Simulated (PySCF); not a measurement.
**Ca⁻ (calcium, charge -1): UHF calculation**

Configuration: [Ar] 3d1 4s2, 2D determinant. Calculation: PySCF 2.14, in x2c-QZVPPall with one added diffuse shell each of s, p, d, f type (12s8p5d4f, 89 functions); the spin-free X2C one-electron Hamiltonian (Gaussian nucleus).

| Item | Value |
| --- | --- |
| Total energy | -679.597523 hartree |
| One-electron energy | -932.0870 hartree |
| Hartree (Coulomb) energy | 287.9804 hartree |
| Exchange energy | -35.4910 hartree |
| ⟨S²⟩ | 0.7508 |
| ⟨L²⟩ | 6.003 |
| Sum of ⟨r⟩ | 33.09 bohr |
| Sum of ⟨r²⟩ | 206.6 bohr² |
| Traceless quadrupole moment −½Σ⟨3z² − r²⟩ along its main axis | 42.1 e·bohr² |
| Langevin diamagnetic susceptibility | -164 ×10⁻⁶ cm³/mol |

| shell | electrons | mean orbital energy (hartree) | spread (hartree) | rms radius, mean of both spins (bohr) |
| --- | --- | --- | --- | --- |
| 1s β | 1 | -150.02397 | 0 | 0.0888 |
| 1s α | 1 | -150.02391 | 0 | 0.0888 |
| 2s β | 1 | -16.87484 | 0 | 0.393 |
| 2s α | 1 | -16.87477 | 0 | 0.393 |
| 2p β | 3 | -13.54854 | 0.00007 | 0.362 |
| 2p α | 3 | -13.54852 | 0.00007 | 0.362 |
| 3s β | 1 | -2.17268 | 0 | 1.24 |
| 3s α | 1 | -2.17256 | 0 | 1.24 |
| 3p α | 3 | -1.24995 | 0.00005 | 1.38 |
| 3p β | 3 | -1.24989 | 0.00003 | 1.38 |
| 4s β | 1 | -0.10672 | 0 | 4.57 |
| 4s α | 1 | -0.10659 | 0 | 4.57 |
| 3d α | 1 | 0.03866 | 0 | 12.2 |

The configuration of this anion was assumed by filling the next shell in order. It is not the known or likely ground configuration (Ca⁻, Sr⁻ and Ba⁻, for instance, bind a p electron), so these values are not the electron affinity of the element. At UHF the highest occupied level has a positive energy, so only the finite basis holds that electron.

Densities and radii are taken from the X2C orbitals without a picture-change correction, which distorts them close to the nucleus.

Spin-orbit constants ζ (cm⁻¹) from the X2C one-electron operator on these orbitals: bare nucleus, nucleus screened by l(l+1)(2l+1)/3 electrons, and screened by the Breit-Pauli mean field of the electrons.

```tsv
shell	bare	screened nucleus	mean field
2p	21470	19320	18350
3p	2082	1874	1764
3d	0.3567	0.1784	0.07920
```

To first order the Landé constant is A = 0.07920 cm⁻¹, so the lowest level has J = 3/2 and lies 1.47e-05 eV below the centre of the term.
